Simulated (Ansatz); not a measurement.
Reaction (isomerisation): `C[SiH]1C[O][Al]1[F]` → `C=C([SiH3])[O][AlH][F]`

Isolated molecules relaxed with PBE0-D4/def2-TZVP in Ansatz; ΔE leaves out vibrations. CBS: MP2 limit from def2 TZ/QZ plus the TZ coupled-cluster correction, frozen cores. DFT in def2-TZVPP. B3LYP here is the variant with VWN-RPA as its local correlation; programs differ in this. Each species was taken in one conformer, which may not be the lowest.

(1) Is it downhill or uphill in electronic energy at CCSD(T)/CBS, and by how much? (Estimate.)

(2) What do these levels give: B3LYP-D4, ωB97X-V, ωB97M-V, MP2/def2-TZVPP, HF/def2-QZVPP, MP2/CBS(def2)? (Best estimate.)

Largest T1 diagnostic among the species: 0.014.

## Answers

(1) Ansatz gave: Uphill: ΔE = +0.54 eV.

(2) Computed: B3LYP-D4 0.41, ωB97X-V 0.61, ωB97M-V 0.56, MP2/def2-TZVPP 0.58, HF/def2-QZVPP 0.06, MP2/CBS(def2) 0.59 eV.

In def2-TZVPP, CCSD(T) changes the Hartree–Fock value by +0.44 eV (the triples alone add +0.03 eV) and MP2 by +0.50 eV.
